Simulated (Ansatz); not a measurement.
Mulliken charges of BFH4N2, SMILES `NB(N)F` from r2SCAN/def2-TZVPP in Ansatz (PBE0-D4/def2-TZVP geometry).

```json
{"atom": "N1", "x (Å)": "-0.499", "y (Å)": "1.126", "z (Å)": "-0.251", "charge (e)": "-0.403"}
{"atom": "B2", "x (Å)": "-0.103", "y (Å)": "-0.221", "z (Å)": "-0.375", "charge (e)": "0.461"}
{"atom": "N3", "x (Å)": "0.632", "y (Å)": "-0.934", "z (Å)": "0.593", "charge (e)": "-0.403"}
{"atom": "F4", "x (Å)": "-0.453", "y (Å)": "-0.875", "z (Å)": "-1.502", "charge (e)": "-0.324"}
{"atom": "H5", "x (Å)": "-1.022", "y (Å)": "1.583", "z (Å)": "-0.975", "charge (e)": "0.179"}
{"atom": "H6", "x (Å)": "-0.293", "y (Å)": "1.705", "z (Å)": "0.540", "charge (e)": "0.155"}
{"atom": "H7", "x (Å)": "0.943", "y (Å)": "-0.548", "z (Å)": "1.464", "charge (e)": "0.155"}
{"atom": "H8", "x (Å)": "0.887", "y (Å)": "-1.894", "z (Å)": "0.450", "charge (e)": "0.179"}
```

Problem. By hand: the dipole of these point charges (1 e Å = 4.8032 D).

Solution. Σ q r = (0.122, 0.228, 0.393) e Å, of length 0.470 e Å = 2.26 D.

Problem. How does the dipole of the full density compare? (Estimate.)

Solution. Ansatz gave: (0.125, 0.233, 0.401) e Å, 2.31 D; the point charges give 0.98 times that, at 0° from its direction.

Point charges leave out the atoms' own dipoles, such as those of lone pairs, and Mulliken's split depends on the basis, so the close match here is no proof of good charges.
